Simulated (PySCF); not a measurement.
Se(F)(NMe2) (C2H6FNSe), SMILES CN(C)[Se]F.

The structure is a stationary point at ωB97X-D3(BJ)/def2-SVP. This is a generated structure with no PubChem entry under its InChIKey; it may be hypothetical. The values are those of a single conformer.

Calculation: CAM-B3LYP/def2-TZVP (PySCF).

Symmetry labels are those of the subgroup Cs that the program uses (full group Cs).

Q: List the valence orbital energies around the gap with their symmetry. (The exact figures need the calculation; the answer reports its results.)

A: 
| orbital | symmetry | energy (eV) |
|---|---|---|
| HOMO−7 | A' | -13.42 |
| HOMO−6 | A" | -13.07 |
| HOMO−5 | A' | -13.00 |
| HOMO−4 | A" | -12.82 |
| HOMO−3 | A" | -12.39 |
| HOMO−2 | A' | -11.29 |
| HOMO−1 | A' | -8.93 |
| HOMO | A" | -7.88 |
| LUMO | A' | 0.08 |
| LUMO+1 | A' | 1.49 |
| LUMO+2 | A' | 1.93 |
| LUMO+3 | A" | 3.08 |
